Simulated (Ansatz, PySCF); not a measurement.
Dimer: GeH4 (SMILES [GeH4]) (first 5 atoms) with C2H6O (SMILES COC); geometry from B3LYP-D3(BJ)/def2-TZVP, rigid monomers moved along the line of their centres of mass till Ge1···O7 is 5.65 Å.
(charge 0, multiplicity 1):
```xyz
14

Ge     0.275     0.005     0.668
H     -0.190    -1.429     0.947
H     -0.719     1.011     1.266
H      0.320     0.222    -0.858
H      1.678     0.243     1.239
C      0.125     0.858     6.833
O     -0.261    -0.381     6.279
C     -1.606    -0.704     6.560
H      0.034     0.851     7.927
H     -0.486     1.680     6.437
H      1.166     1.026     6.561
H     -1.778    -0.786     7.641
H     -1.814    -1.665     6.091
H     -2.291     0.050     6.152
```

Interaction energies are E(AB) − E(A) − E(B) at the monomers' geometry in the complex; basis-set methods are counterpoise corrected.

Correlated levels freeze the cores. Filled d and f shells under p-block atoms count as core.

Run with Ansatz (an electronic-structure program) with Gaussian orbitals; PySCF for the dispersion terms. Values without a source in brackets are computed.

PBE/def2-TZVPPD gives -0.08 kcal/mol for the interaction energy.

**Question.** How do the other levels lie against it? Give each less PBE: PBE-D3(BJ)/def2-TZVPPD, r2SCAN/def2-TZVPPD, B3LYP/def2-TZVPPD, wB97M-V/def2-TZVPPD, MP2/aug-cc-pVDZ.

**Answer.** PBE-D3(BJ)/def2-TZVPPD -0.14; r2SCAN/def2-TZVPPD 0.01; B3LYP/def2-TZVPPD 0.05; wB97M-V/def2-TZVPPD -0.13; MP2/aug-cc-pVDZ -0.13 kcal/mol. 2 of 5 lie above PBE; the widest gap is to PBE-D3(BJ)/def2-TZVPPD.
